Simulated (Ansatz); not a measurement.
**Abstraction of H: Al(CH3)2F + CH6GeN → Al(CH2)(CH3)F + CH7GeN**

Species: Al(CH3)2F, singlet; CH6GeN `C[N][GeH3]`, doublet; Al(CH2)(CH3)F, doublet; CH7GeN `C[NH][GeH3]`, singlet. A radical takes H: the energy is the difference in strength between the C–H bond broken and the N–H bond made.

Shapes, held fixed at every level: PBE0-D4/def2-TZVP. Flexible molecules stand in one conformer, not always the lowest. Programs: Ansatz 0.2.0. Electronic energies: no zero-point or thermal term.

```
               level                    kind  ΔE (kJ/mol)  less CCSD(T)/def2-TZVPP
        MP2/def2-SVP     perturbation theory        -28.1                    -14.1
      MP2/def2-TZVPP     perturbation theory        -28.6                    -14.6
r2SCAN-D4/def2-TZVPP                meta-GGA         -2.8                    +11.2
 BHLYP-D4/def2-TZVPP           global hybrid         -8.0                     +6.0
  PBE0-D4/def2-TZVPP           global hybrid         -5.0                     +9.0
  wB97M-V/def2-TZVPP  range-separated hybrid         -8.5                     +5.5
       CCSD/def2-SVP   coupled cluster or CI        -16.2                     -2.2
  CCSD(T)/def2-TZVPP   coupled cluster or CI        -14.0                      0.0
```

The highest level, CCSD(T)/def2-TZVPP, gives ΔE = -14.0 kJ/mol; the levels span -28.6 to -2.8. The column of differences is taken from that level and isn't an error. No measured value is set beside it here. Open shells run unrestricted. Relativity is left out for Ge. Outer-core shells of Ge are correlated, in sets that cover them unevenly.
